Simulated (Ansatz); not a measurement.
This singlet lies 1.69 eV below the relaxed triplet at the level B3LYP/cc-pVTZ // PBE0-D3(BJ)/def2-TZVP (Ansatz, a quantum-chemistry and plane-wave program).

Species: C$_{2}$HClSi, SMILES `C#C[Si]Cl` (lower singlet) (charge 0, multiplicity 1).

Problem. Give a relaxed geometry from Ansatz with PBE0-D3(BJ)/def2-TZVP.

Solution. the end point of this relaxation (outside a Z-matrix the atoms follow the SMILES, hydrogens last).
Cartesian coordinates (Å) in one orientation:
```xyz
5

C     -1.363     0.163    -0.022
C     -0.250    -0.181    -0.358
Si     1.298    -0.945    -0.996
Cl     2.649     0.482    -0.302
H     -2.334     0.481     0.283
```
